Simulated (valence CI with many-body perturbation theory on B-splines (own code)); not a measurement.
Forbidden lines of Hg LXXVI

Calculated by configuration interaction combined with many-body perturbation theory (CI+MBPT): three valence electrons over a frozen Dirac-Fock core [He], a basis of 11 s, 11 p, 10 d, 8 f, 5 g, 2 h functions for each j, with the one-electron correlation potential Σ1 (screened to all orders), the two-electron term Σ2, the three-electron term Σ3, Breit, model QED; selected single and double excitations, second order for the rest, scaled by the run's own slope (own B-spline code, finite nucleus).

The last digits are not significant, and no measured levels were compared; by estimate large intervals hold to a few tenths of a per cent, small ones and those within an open d or f shell to about a per cent.

Lines 1 to 50 of 52 in falling wavelength, among levels below 153080 × 10³ cm⁻¹, chosen from the decays that carry over 1 % of a level's rate. Wavelengths and rates use the calculated energies. Electric multipoles are in the length gauge with retardation, E1 and E2 with the static RPA response of the core. M1 uses the relativistic operator with retardation. S is in atomic units (e²a₀⁴ for E2 and M2, e²a₀⁶ for E3), for M1 in squared Bohr magnetons. Weak lines are less certain than strong ones. Lines between different terms over intervals too small for the method are left out, as are lines whose strength nearly cancels. The highest levels of a list are the least certain.

Levels are named by their leading jj configuration (3d3/2^4 stands for four electrons in 3d with j = 3/2), which in mixed levels can hold well under half, so a name can repeat and another be missing. Letters in brackets count levels of one name in rising energy.

| λ vac (Å) | Upper | Lower | Type | A (s⁻¹) | S (a.u.) |
| --- | --- | --- | --- | --- | --- |
| 6.182 | (2s 2p1/2 2p3/2) J=3/2 [a] | (2s 2p1/2^2) J=1/2 | M1 | 4.47e+10 | 1.57e+00 |
| 6.055 | (2s 2p1/2 2p3/2) J=5/2 | (2s 2p1/2^2) J=1/2 | E2 | 3.77e+08 | 1.65e-05 |
| 6.034 | (2s 2p3/2 3d5/2) J=9/2 | (2s 2p1/2 3d5/2) J=7/2 | M1 | 4.09e+10 | 3.33e+00 |
| 5.914 | (2s^2 2p3/2) J=3/2 | (2s^2 2p1/2) J=1/2 | M1 | 4.05e+10 | 1.24e+00 |
| 1.152 | (2s 2p1/2 3p1/2) J=1/2 [a] | (2s 2p1/2 2p3/2) J=3/2 [a] | E2 | 3.87e+12 | 1.40e-05 |
| 1.149 | (2s^2 3p1/2) J=1/2 | (2s^2 2p3/2) J=3/2 | E2 | 4.91e+12 | 1.75e-05 |
| 1.102 | (2s 2p3/2 3p3/2) J=7/2 | (2s 2p3/2^2) J=3/2 | E2 | 1.70e+11 | 1.97e-06 |
| 1.090 | (2s 2p3/2 3p3/2) J=7/2 | (2s 2p3/2^2) J=5/2 | E2 | 1.74e+12 | 1.91e-05 |
| 1.089 | (2s 2p3/2 3p3/2) J=1/2 [b] | (2s 2p3/2^2) J=3/2 | E2 | 3.03e+12 | 8.29e-06 |
| 1.087 | (2s^2 3p3/2) J=3/2 | (2s^2 2p3/2) J=3/2 | E2 | 2.49e+12 | 1.35e-05 |
| 1.077 | (2s 2p3/2 3p3/2) J=1/2 [b] | (2s 2p3/2^2) J=5/2 | E2 | 9.51e+11 | 2.46e-06 |
| 1.069 | (2s 2p3/2 3d5/2) J=9/2 | (2s 2p3/2^2) J=5/2 | M2 | 1.61e+11 | 2.01e-06 |
| 1.069 | (2s 2p3/2 3d5/2) J=9/2 | (2s 2p3/2^2) J=5/2 | E3 | 1.01e+10 | 5.14e-07 |
| 0.9222 | (2s 2p3/2 3p3/2) J=7/2 | (2s 2p1/2 2p3/2) J=5/2 | E2 | 1.24e+12 | 5.90e-06 |
| 0.9193 | (2s 2p3/2 3p3/2) J=7/2 | (2s 2p1/2 2p3/2) J=3/2 [a] | E2 | 2.04e+12 | 9.57e-06 |
| 0.9186 | (2s 2p3/2 3p3/2) J=1/2 [b] | (2s 2p1/2 2p3/2) J=3/2 [b] | E2 | 2.85e+12 | 3.33e-06 |
| 0.9180 | (2s^2 3p3/2) J=3/2 | (2s^2 2p1/2) J=1/2 | E2 | 3.13e+12 | 7.30e-06 |
| 0.9073 | (2s 2p3/2 3d5/2) J=9/2 | (2s 2p1/2 2p3/2) J=5/2 | M2 | 7.16e+10 | 3.93e-07 |
| 0.9073 | (2s 2p3/2 3d5/2) J=9/2 | (2s 2p1/2 2p3/2) J=5/2 | E3 | 1.01e+10 | 1.62e-07 |
| 0.9045 | (2s 2p3/2 3d5/2) J=9/2 | (2s 2p1/2 2p3/2) J=3/2 [a] | E3 | 2.08e+10 | 3.27e-07 |
| 0.9017 | (2p1/2 2p3/2 3d3/2) J=5/2 [a] | (2s 2p1/2 2p3/2) J=1/2 | E2 | 5.34e+12 | 1.70e-05 |
| 0.9007 | (2p1/2 2p3/2 3d3/2) J=7/2 | (2s 2p1/2 2p3/2) J=3/2 [b] | E2 | 8.11e+12 | 3.43e-05 |
| 0.8985 | (2s 2p1/2 3d3/2) J=5/2 | (2s^2 2p1/2) J=1/2 | E2 | 1.12e+13 | 3.52e-05 |
| 0.8973 | (2p1/2^2 3d3/2) J=3/2 | (2s 2p1/2^2) J=1/2 | E2 | 1.70e+13 | 3.54e-05 |
| 0.8963 | (2p1/2 2p3/2 3d3/2) J=5/2 [a] | (2s 2p1/2 2p3/2) J=5/2 | E2 | 3.69e+12 | 1.14e-05 |
| 0.8953 | (2p1/2 2p3/2 3d3/2) J=7/2 | (2s 2p1/2 2p3/2) J=5/2 | E2 | 7.40e+12 | 3.04e-05 |
| 0.8936 | (2p1/2 2p3/2 3d3/2) J=3/2 [a] | (2s 2p1/2 2p3/2) J=3/2 [a] | E2 | 1.20e+13 | 2.45e-05 |
| 0.8936 | (2p1/2 2p3/2 3d3/2) J=5/2 [a] | (2s 2p1/2 2p3/2) J=3/2 [a] | E2 | 7.48e+12 | 2.28e-05 |
| 0.8931 | (2p1/2 2p3/2 3d3/2) J=1/2 [a] | (2s 2p1/2 2p3/2) J=3/2 [a] | E2 | 1.55e+13 | 1.57e-05 |
| 0.8926 | (2p1/2 2p3/2 3d3/2) J=7/2 | (2s 2p1/2 2p3/2) J=3/2 [a] | E2 | 1.59e+12 | 6.44e-06 |
| 0.8908 | (2p3/2^2 3d5/2) J=7/2 | (2s 2p3/2^2) J=3/2 | E2 | 6.63e+12 | 2.66e-05 |
| 0.8897 | (2p3/2^2 3d5/2) J=1/2 | (2s 2p3/2^2) J=3/2 | E2 | 1.61e+13 | 1.61e-05 |
| 0.8873 | (2s 2p3/2 3d5/2) J=3/2 [a] | (2s^2 2p3/2) J=3/2 | E2 | 2.55e+13 | 5.01e-05 |
| 0.8867 | (2s 2p1/2 3d5/2) J=3/2 | (2s^2 2p1/2) J=1/2 | E2 | 2.28e+13 | 4.47e-05 |
| 0.8864 | (2p1/2 2p3/2 3d5/2) J=7/2 [a] | (2s 2p1/2 2p3/2) J=5/2 | E2 | 9.30e+11 | 3.64e-06 |
| 0.8862 | (2s 2p3/2 3d5/2) J=1/2 | (2s^2 2p3/2) J=3/2 | E2 | 2.33e+13 | 2.27e-05 |
| 0.8852 | (2p1/2 2p3/2 3d5/2) J=9/2 | (2s 2p1/2 2p3/2) J=5/2 | E2 | 1.81e+13 | 8.77e-05 |
| 0.8837 | (2p1/2 2p3/2 3d5/2) J=7/2 [a] | (2s 2p1/2 2p3/2) J=3/2 [a] | E2 | 1.63e+13 | 6.27e-05 |
| 0.8830 | (2p3/2^2 3d5/2) J=7/2 | (2s 2p3/2^2) J=5/2 | E2 | 1.14e+13 | 4.35e-05 |
| 0.8830 | (2p3/2^2 3d5/2) J=9/2 | (2s 2p3/2^2) J=5/2 | E2 | 1.83e+13 | 8.75e-05 |
| 0.8821 | (2p1/2 2p3/2 3p3/2) J=7/2 | (2s^2 2p3/2) J=3/2 | E2 | 6.00e+12 | 2.29e-05 |
| 0.8036 | (2p1/2^2 4f7/2) J=7/2 | (2p1/2^2 2p3/2) J=3/2 | E2 | 1.11e+13 | 2.67e-05 |
| 0.8035 | (2s 2p1/2 4f7/2) J=7/2 [b] | (2s 2p1/2 2p3/2) J=3/2 [b] | E2 | 6.53e+12 | 1.56e-05 |
| 0.8033 | (2s 2p1/2 4f7/2) J=5/2 | (2s 2p1/2 2p3/2) J=1/2 | E2 | 7.67e+12 | 1.37e-05 |
| 0.7992 | (2s 2p1/2 4f7/2) J=9/2 | (2s 2p1/2 2p3/2) J=5/2 | E2 | 1.09e+13 | 3.17e-05 |
| 0.7988 | (2s 2p1/2 4f7/2) J=7/2 [a] | (2s 2p1/2 2p3/2) J=3/2 [a] | E2 | 8.22e+12 | 1.91e-05 |
| 0.7977 | (2s^2 4f7/2) J=7/2 | (2s^2 2p3/2) J=3/2 | E2 | 1.10e+13 | 2.54e-05 |
| 0.7115 | (2s 2p1/2 4p3/2) J=5/2 | (2s 2p1/2^2) J=1/2 | E2 | 1.07e+12 | 1.04e-06 |
| 0.7085 | (2s^2 4p3/2) J=3/2 | (2s^2 2p1/2) J=1/2 | E2 | 1.30e+12 | 8.30e-07 |
| 0.7072 | (2s 2p1/2 4f5/2) J=5/2 [b] | (2s 2p1/2^2) J=1/2 | E2 | 6.27e+12 | 5.94e-06 |
